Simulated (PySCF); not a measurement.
Cartesian coordinates in Å; atom numbers follow the order of the lines, from 1:
```xyz
19

C    -1.901    0.891    0.660
N    -1.095   -0.106   -0.001
C    -1.777   -1.184   -0.674
C     0.270   -0.015   -0.011
C     1.053   -1.091   -0.464
C     2.424   -1.086   -0.506
P     3.494    0.191   -0.019
C     2.263    1.324    0.469
Cl    2.855    2.851    1.054
C     0.900    1.157    0.436
H    -1.959    1.820    0.081
H    -1.497    1.118    1.649
H    -2.910    0.507    0.793
H    -1.353   -1.348   -1.667
H    -2.825   -0.923   -0.798
H    -1.719   -2.120   -0.107
H     0.554   -1.991   -0.790
H     2.913   -1.980   -0.874
H     0.301    1.993    0.761
```

Single conformer, isolated molecule, no relativistic terms, fast rotation and ring inversion assumed for equivalent nuclei. Shielding tensors at PBE0/pcSseg-1 (GIAO); geometry: GFN2-xTB; PySCF 2.14.0 with density-fitted response routines.

Chemical shifts δ = σref − σ; 13C (σ = 186.93 ppm), 1H (σ = 31.72 ppm) vs TMS; 15N (σ = 267.73 ppm) against NH3; H3PO4 for 31P (σ = 318.38 ppm); 35Cl (σ = 949.78 ppm) against HCl, all at this level.

```tsv
atoms	nucleus	count	Hirshfeld charge	δ (ppm)
C1/C3	13C	2	-0.06	41.8
C10	13C	1	-0.09	124.0
C4	13C	1	0.06	?
P7	31P	1	0.03	143.6
H11/H12/H13/H14/H15/H16	1H	6	0.05	3.16
H18	1H	1	0.05	8.76
H17	1H	1	0.04	?
N2	15N	1	-0.04	75.2
H19	1H	1	0.04	7.25
Cl9	35Cl	1	-0.05	?
C6	13C	1	-0.10	?
C8	13C	1	-0.04	183.0
C5	13C	1	-0.07	119.5
```

**Question.** Complete the table.

**Answer.** 
- C6: 166.0 ppm, aromatic CH
- C4: 154.2 ppm, aromatic carbon bearing nitrogen; the electronegative substituent deshields the carbon that carries it
- H17: 7.00 ppm, hydrogen on an aromatic CH; ortho or para to a lone-pair donor, hence upfield of benzene
- Cl9: 292 ppm, chlorine bonded to C

Carbons that carry Cl, above all several Cl atoms, come out too deshielded, partly because spin–orbit coupling is missing. Shifts are as computed. Against solution values, carbons near 30 ppm lie about +3 ppm off and those near 130 ppm about +5 ppm; carbons on Cl a further +6 ppm. Of 1211 compounds with measured shifts, 218 miss one by over three times the rms of a fit or turn the order of signals round; such compounds aren't used in these exercises. Experimental scales use liquid or dissolved standards, which lie at an offset from isolated NH3 (liquid NH3: subtract about 20 ppm) and H3PO4.
